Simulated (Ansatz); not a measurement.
Basis-set series for CH₇ClGeSi, SMILES `C[SiH](Cl)[GeH3]`. Charge 0, multiplicity 1. All single points use the PBE0-D4/def2-TZVP geometry.

| functional | basis | functions | energy (Eh) | HOMO (eV) | LUMO (eV) |
| --- | --- | --- | --- | --- | --- |
| PBE0-D4 | def2-TZVPP | 261 | -2868.53423 | -7.90 | -0.04 |
| PBE0-D4 | def2-QZVPP | 496 | -2868.60502 | -7.91 | -0.15 |
| ωB97M-V | def2-TZVPP | 261 | -2868.91420 | -9.94 | 1.79 |
| ωB97M-V | def2-QZVPP | 496 | -2868.98282 | -9.95 | 1.44 |

(1) Give the rows for def2-SVP. (Best estimate.)

Results:

(1) Computed: 
```json
{"functional": "PBE0-D4", "basis": "def2-SVP", "functions": "117", "energy (Eh)": "-2867.96404", "HOMO (eV)": "-7.84", "LUMO (eV)": "0.18"}
{"functional": "ωB97M-V", "basis": "def2-SVP", "functions": "117", "energy (Eh)": "-2868.34166", "HOMO (eV)": "-9.85", "LUMO (eV)": "2.11"}
```

Positive LUMOs are unbound and depend on the basis. Scalar relativity is left out up to krypton.
